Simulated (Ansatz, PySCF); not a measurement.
This PySCF input computes a B3LYP/def2-TZVPD energy:

```python
from pyscf import gto, scf, dft

mol = gto.M(
    atom='''
    C    -1.04111583    0.00436008   -0.00589786
    Cl    0.55265444   -0.00231446    0.00313075
    H    -1.57008623    0.95646317   -0.03558607
    H    -1.57834429   -0.94327789    0.01775039
    ''',
    basis='def2-tzvpd',
    charge=1,
    spin=0,
    verbose=4,
)

mf = dft.RKS(mol, xc='b3lyp').density_fit(auxbasis='def2-universal-jkfit')
mf.grids.level = 3
mf.conv_tol = 1e-9
mf.max_cycle = 100
mf.max_memory = 1500
mf.kernel()
if not mf.converged:
    mf = mf.newton()
    mf.kernel(mf.make_rdm1())
mf.analyze()
```

Write an input for the same energy in Ansatz (a program for electronic structure) and say what it gives.


Ansatz 0.2 input:
```yaml
crystal:
  periodic: [false, false, false]
  atoms:
    - {symbol: C, position_ang: [-1.04111583, 0.00436008, -0.00589786]}
    - {symbol: Cl, position_ang: [0.55265444, -0.00231446, 0.00313075]}
    - {symbol: H, position_ang: [-1.57008623, 0.95646317, -0.03558607]}
    - {symbol: H, position_ang: [-1.57834429, -0.94327789, 0.01775039]}
basis:
  gaussian:
    orbitals: def2-TZVPD
hamiltonian:
  xc: {name: B3LYP}
total_charge: 1
output: {forces: true}
```
It gives -499.16782 Eh, and PySCF -499.16786 Eh, a difference of 0.04 mEh, from the treatment of integrals and grids.
